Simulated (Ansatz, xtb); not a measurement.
Relative energy of two isomers of CH8GeSSi

We compare X, `C[SiH2][S][GeH3]`, a singlet, with Y, `[CH3][GeH2][S][SiH3]`, a singlet. Both are isolated molecules in the gas phase, relaxed with B3LYP-D3(BJ)/def2-SVP; the shapes shown needn't be the lowest conformers.

X (Å):

```xyz
12

C     0.2052   -0.3082   -1.2285
Ge   -1.2796    3.7680    1.3895
S    -1.3950    2.4046   -0.3955
Si    0.1221    0.9612    0.1519
H    -0.7660   -0.8116   -1.3529
H     0.9657   -1.0723   -0.9993
H     0.4720    0.1718   -2.1828
H    -0.2308    0.3159    1.4514
H     1.4379    1.6444    0.3301
H    -2.3274    4.8654    1.1383
H     0.1321    4.3786    1.5011
H    -1.6085    2.9858    2.6772
```

Y (Å):

```xyz
12

C     2.1692   -0.3098   -0.7814
Ge    2.0347    1.2231    0.4331
S    -0.1130    1.5172    1.0797
Si   -0.2906   -0.1209    2.4657
H     1.5179   -0.1492   -1.6525
H     1.8530   -1.2282   -0.2663
H     3.2083   -0.4319   -1.1243
H     2.9053    1.0133    1.6924
H     2.4130    2.5418   -0.2685
H     0.0086   -1.4309    1.8149
H    -1.6997   -0.1197    2.9441
H     0.6354    0.0376    3.6245
```

Question: Which of the two would you expect CCSD(T)/def2-SVP + ΔMP2/def2-TZVPP electronic energies to favour?

Answer: Too close to call at this level: CCSD(T)/def2-SVP + ΔMP2/def2-TZVPP gives E(Y) − E(X) = +6.81 kJ/mol.

How the difference moves with the method:

```json
{"level": "GFN2-xTB", "geometry": "GFN2-xTB", "E(Y) − E(X) (kJ/mol)": "−11.09", "departure from the last row (kJ/mol)": "−17.90", "job, with rough time for the two": "optimisation, 0.21 s"}
{"level": "HF/STO-3G", "geometry": "GFN2-xTB", "E(Y) − E(X) (kJ/mol)": "+17.26", "departure from the last row (kJ/mol)": "+10.45", "job, with rough time for the two": "single point, 0.56 s"}
{"level": "r2SCAN-D4/def2-SVP", "geometry": "GFN2-xTB", "E(Y) − E(X) (kJ/mol)": "+13.93", "departure from the last row (kJ/mol)": "+7.12", "job, with rough time for the two": "single point, 5.6 s"}
{"level": "B3LYP-D3(BJ)/def2-SVP", "geometry": "B3LYP-D3(BJ)/def2-SVP", "E(Y) − E(X) (kJ/mol)": "+10.89", "departure from the last row (kJ/mol)": "+4.08", "job, with rough time for the two": "optimisation, 97 s"}
{"level": "HF/def2-SVP", "geometry": "B3LYP-D3(BJ)/def2-SVP", "E(Y) − E(X) (kJ/mol)": "+12.37", "departure from the last row (kJ/mol)": "+5.56", "job, with rough time for the two": "part of the CCSD(T) run"}
{"level": "MP2/def2-SVP", "geometry": "B3LYP-D3(BJ)/def2-SVP", "E(Y) − E(X) (kJ/mol)": "+10.37", "departure from the last row (kJ/mol)": "+3.55", "job, with rough time for the two": "part of the CCSD(T) run"}
{"level": "CCSD(T)/def2-SVP", "geometry": "B3LYP-D3(BJ)/def2-SVP", "E(Y) − E(X) (kJ/mol)": "+10.53", "departure from the last row (kJ/mol)": "+3.71", "job, with rough time for the two": "single point"}
{"level": "CCSD(T)/def2-SVP + ΔMP2/def2-TZVPP", "geometry": "B3LYP-D3(BJ)/def2-SVP", "E(Y) − E(X) (kJ/mol)": "+6.81", "departure from the last row (kJ/mol)": "", "job, with rough time for the two": "single point, 50 s"}
```

As drawn, Y has 1 C–Ge, 1 Si–H in place of 1 C–Si, 1 Ge–H.

GFN2-xTB puts the two in the other order. The largest departure from CCSD(T)/def2-SVP + ΔMP2/def2-TZVPP is that of GFN2-xTB, 17.90 kJ/mol. The last row adds to CCSD(T) the change of the MP2 difference between the two basis sets, here −3.71 kJ/mol.

With harmonic frequencies from B3LYP-D3(BJ)/def2-SVP (ideal gas, rigid rotor, one conformer each, 298.15 K, 1 atm): on the last row, ΔE + ΔZPE = +7.19 kJ/mol. A mode under 50 cm⁻¹ makes harmonic enthalpies and free energies unreliable, so none is given.

The correlated steps freeze 20 core orbitals; the filled d shell of Ge is correlated, in a basis made for valence electrons. Run with Ansatz 0.2.0, xtb 6.7.1; the last row on 2 threads of Arm Neoverse V1 on a shared host.
